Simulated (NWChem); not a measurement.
BCl cation, doublet

```xyz
2

B      0.0000     0.0000    -1.2134
Cl     0.0000     0.0000     0.3903
```
Atoms are numbered in this order, from 1.

All runs use the structure optimised with PBE0/def2-SVP, spin-unrestricted. No stability test was run on the SCF state.

### Question
List the 4 lowest vertical excitations from PBE/aug-cc-pVDZ, spin-unrestricted, TDA (NWChem).

### Answer
```json
[
 {"state": "state 1", "energy (eV)": "4.40", "oscillator strength": "0.000", "<S²>": "0.78"},
 {"state": "state 2", "energy (eV)": "4.40", "oscillator strength": "0.000", "<S²>": "0.78"},
 {"state": "state 3", "energy (eV)": "5.18", "oscillator strength": "0.037", "<S²>": "0.76"},
 {"state": "state 4", "energy (eV)": "5.18", "oscillator strength": "0.037", "<S²>": "0.76"}
]
```
